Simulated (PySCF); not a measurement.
C11H8OSe, SMILES c1(ccc[se]1)C(=O)c1ccccc1, singlet, GFN2-xTB optimised geometry.

```
21

O     -1.93     0.80    -0.78
C     -1.32     0.06    -0.03
C      0.17     0.01    -0.01
C      0.87    -1.20     0.00
C      2.25    -1.20     0.00
C      2.95     0.00     0.00
C      2.26     1.20    -0.02
C      0.88     1.21    -0.04
C     -2.02    -0.80     0.93
C     -3.39    -0.95     0.98
C     -3.86    -1.76     2.03
C     -2.88    -2.24     2.85
Se    -1.19    -1.71     2.34
H      0.33    -2.14    -0.04
H      2.78    -2.14     0.00
H      4.03    -0.01     0.01
H      2.80     2.14    -0.04
H      0.33     2.14    -0.07
H     -4.03    -0.49     0.25
H     -4.90    -1.97     2.17
H     -3.03    -2.86     3.71
```

Density from CAM-B3LYP/def2-SVP (PySCF) at that geometry.

Minimum of the electron density along straight lines between bonded atoms, close to the bond critical point (lines longer than 1.1 times the sum of covalent radii, or with two minima, are not listed):

| bond | length / Å | ρ at the minimum / e bohr⁻³ | ∇²ρ there / e bohr⁻⁵ | position (fraction from the first atom) |
|---|---|---|---|---|
| O1–C2 | 1.217 | 0.405 | 0.26 | 0.67 |
| C2–C3 | 1.489 | 0.271 | -0.69 | 0.51 |
| C3–C4 | 1.393 | 0.309 | -0.78 | 0.50 |
| C4–C5 | 1.384 | 0.315 | -0.82 | 0.50 |
| C5–C6 | 1.385 | 0.315 | -0.82 | 0.50 |
| C6–C7 | 1.386 | 0.314 | -0.82 | 0.50 |
| C3–C8 | 1.392 | 0.310 | -0.79 | 0.50 |
| C7–C8 | 1.382 | 0.316 | -0.83 | 0.50 |
| C2–C9 | 1.463 | 0.278 | -0.70 | 0.50 |
| C9–C10 | 1.375 | 0.317 | -0.80 | 0.51 |
| C10–C11 | 1.405 | 0.304 | -0.78 | 0.50 |
| C11–C12 | 1.364 | 0.323 | -0.82 | 0.49 |
| C9–Se13 | 1.876 | 0.169 | -0.19 | 0.49 |
| C12–Se13 | 1.845 | 0.178 | -0.20 | 0.50 |
| C4–H14 | 1.082 | 0.284 | -1.10 | 0.64 |
| C5–H15 | 1.080 | 0.284 | -1.10 | 0.64 |
| C6–H16 | 1.080 | 0.284 | -1.10 | 0.64 |
| C7–H17 | 1.080 | 0.284 | -1.10 | 0.64 |
| C8–H18 | 1.080 | 0.286 | -1.12 | 0.64 |
| C10–H19 | 1.077 | 0.286 | -1.14 | 0.65 |
| C11–H20 | 1.077 | 0.284 | -1.10 | 0.64 |
| C12–H21 | 1.076 | 0.284 | -1.12 | 0.65 |
